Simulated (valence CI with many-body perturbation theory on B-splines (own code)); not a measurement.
**Forbidden lines of Rh XXX**

Level of theory: relativistic CI+MBPT: six valence electrons over a frozen Dirac-Fock core [Ne], a basis of 9 s, 9 p, 8 d, 6 f, 3 g, 1 h functions for each j, with the one-electron correlation potential Σ1, the two-electron term Σ2, the three-electron term Σ3, Breit, model QED; selected CI, second order for the rest, scaled by the run's own slope (own B-spline code, finite nucleus).

The last digits are not significant, and no measured levels were compared; by estimate large intervals hold to a few tenths of a per cent, small ones and those within an open d or f shell to about a per cent. Among the levels kept, up to 1500 cm⁻¹ of a level comes from second order outside the variational space, and about a tenth of that is noise between levels of different J, which matters for small intervals.

Lines 1 to 20 of 20 in falling wavelength, among levels below 1528200 cm⁻¹, chosen from the decays that carry over 1 % of a level's rate. Wavelengths and rates use the calculated energies. Electric multipoles are in the length gauge, E1 and E2 with the static RPA response of the core. Weak lines are less certain than strong ones. Lines between different terms over intervals too small for the method are left out, as are lines whose strength nearly cancels.

Levels are named by their leading jj configuration (3d3/2^4 stands for four electrons in 3d with j = 3/2), which in mixed levels can hold well under half, so a name can repeat and another be missing. Letters in brackets count levels of one name in rising energy.

| λ vac (nm) | Upper | Lower | Type | A (s⁻¹) | Branch % |
| --- | --- | --- | --- | --- | --- |
| 203.8 | (3s^2 3p1/2^2 3p3/2 3d5/2) J=4 | (3s^2 3p1/2^2 3p3/2 3d3/2) J=3 | M1 | 1.80e+03 | 64.9 |
| 166.2 | (3s^2 3p1/2 3p3/2^2 3d5/2) J=4 [c] | (3s^2 3p1/2 3p3/2^2 3d5/2) J=3 [a] | M1 | 5.72e+02 | 1.6 |
| 150.3 | (3s^2 3p1/2 3p3/2^2 3d5/2) J=5 | (3s^2 3p1/2 3p3/2^2 3d5/2) J=4 [a] | M1 | 4.17e+03 | 8.6 |
| 131.5 | (3s^2 3p1/2^2 3p3/2^2) J=0 | (3s^2 3p1/2^2 3p3/2^2) J=2 | E2 | 3.30e+00 | 100.0 |
| 112.9 | (3s^2 3p1/2 3p3/2^2 3d5/2) J=4 [c] | (3s^2 3p1/2 3p3/2^2 3d3/2) J=3 [a] | M1 | 3.34e+03 | 9.5 |
| 81.96 | (3s^2 3p1/2 3p3/2^2 3d5/2) J=4 [a] | (3s^2 3p1/2^2 3p3/2 3d5/2) J=3 | M1 | 1.91e+04 | 15.4 |
| 71.83 | (3s^2 3p1/2 3p3/2^2 3d5/2) J=4 [b] | (3s^2 3p1/2^2 3p3/2 3d5/2) J=3 | M1 | 9.37e+03 | 7.3 |
| 58.13 | (3s^2 3p1/2 3p3/2^2 3d5/2) J=4 [c] | (3s^2 3p1/2^2 3p3/2 3d5/2) J=3 | M1 | 1.45e+04 | 41.2 |
| 57.95 | (3s^2 3p1/2 3p3/2^3) J=1 | (3s^2 3p1/2^2 3p3/2^2) J=0 | M1 | 4.43e+04 | 14.4 |
| 45.91 | (3s^2 3p1/2 3p3/2^2 3d5/2) J=4 [a] | (3s^2 3p1/2^2 3p3/2 3d5/2) J=4 | M1 | 1.01e+05 | 81.1 |
| 42.55 | (3s^2 3p1/2 3p3/2^2 3d5/2) J=4 [b] | (3s^2 3p1/2^2 3p3/2 3d5/2) J=4 | M1 | 7.02e+04 | 55.0 |
| 40.22 | (3s^2 3p1/2 3p3/2^3) J=1 | (3s^2 3p1/2^2 3p3/2^2) J=2 | M1 | 2.63e+05 | 85.5 |
| 37.47 | (3s^2 3p1/2 3p3/2^2 3d5/2) J=4 [a] | (3s^2 3p1/2^2 3p3/2 3d3/2) J=3 | M1 | 2.97e+03 | 2.4 |
| 37.34 | (3s^2 3p1/2 3p3/2^2 3d5/2) J=4 [c] | (3s^2 3p1/2^2 3p3/2 3d5/2) J=4 | M1 | 1.44e+04 | 41.0 |
| 35.20 | (3s^2 3p1/2 3p3/2^2 3d5/2) J=4 [b] | (3s^2 3p1/2^2 3p3/2 3d3/2) J=3 | M1 | 4.74e+04 | 37.2 |
| 35.17 | (3s^2 3p1/2 3p3/2^2 3d5/2) J=5 | (3s^2 3p1/2^2 3p3/2 3d5/2) J=4 | M1 | 4.40e+04 | 90.4 |
| 33.95 | (3s^2 3p1/2 3p3/2^3) J=2 | (3s^2 3p1/2^2 3p3/2^2) J=2 | M1 | 1.88e+05 | 99.3 |
| 30.35 | (3s^2 3p3/2^4) J=0 | (3s^2 3p1/2 3p3/2^3) J=1 | M1 | 1.00e+06 | 99.7 |
| 9.834 | (3s^2 3p1/2 3p3/2^2 3d5/2) J=4 [c] | (3s^2 3p1/2 3p3/2^3) J=2 | M2 | 1.12e+03 | 3.2 |
| 9.583 | (3s^2 3p1/2^2 3p3/2 3d5/2) J=4 | (3s^2 3p1/2^2 3p3/2^2) J=2 | M2 | 9.70e+02 | 35.0 |
